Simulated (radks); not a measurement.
Q: These are the eigenvalues of the occupied orbitals of an atom or ion with whole-number occupations (eV). Calculated with a radial shooting solver on a logarithmic mesh with Libxc functionals: scalar-relativistic Kohn-Sham, PBE, spin-unpolarised, spherical densities, point nucleus.

orbital  eigenvalue
1s        -61339.28
2s        -10470.02
2p        -9237.771
3s        -2432.865
3p        -2061.480
3d        -1609.625
4s        -553.3867
4p        -431.2500
4d        -270.4659
5s        -137.4597
5p        -105.9727
4f         -93.0669

Which element is it, and in what charge state? The configuration may be excited.

A: Z = 70, ytterbium, charge +6: Yb6+ in [Kr] 4d10 4f12 5s2 5p4. The list shows which subshells hold electrons but not how many an open one holds; the 1s level, -2254.2 hartree, gives Z - s = 67.1 by -(Z - s)^2/2, which with screening and relativity narrows Z to a few neighbours, and the depths of the outer levels then fix element, charge and occupations together.
